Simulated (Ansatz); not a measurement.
The cluster PbF2, relaxed as a singlet with RKS PBE0-D4/def2-TZVP in Ansatz, starting from the GFN1-xTB geometry. Force threshold 0.02 eV/Å.

In the def2 sets Pb takes a core potential; there is no spin–orbit coupling. The structure comes from a short search, and lower isomers may exist.

Start:

Cartesian coordinates in Å:
```
Pb 0.9293 0.0398 -0.0210
F -0.5280 1.4766 0.0176
F -0.4013 -1.5165 0.0034
```

```
step  energy (eV)  largest force component (eV/Å)  SCF passes
   1  -10681.4839                           0.357          18
   2  -10681.4884                           0.098          23
   3  -10681.4888                           0.004          24
```

Force components are those of the run's own axes.

End:

```xyz
3

Pb    0.906    0.039   -0.020
F    -0.517    1.497    0.017
F    -0.388   -1.535    0.003
```

By distances, no bond broke or formed. The bond that changes most is Pb1–F3, from 2.05 to 2.04 Å (atoms count from 1).

No frequencies were taken in this run, so the end may be a saddle point.

Hardware: 4 threads of Arm Neoverse V1 on a shared host. Wall time 2.4 s.
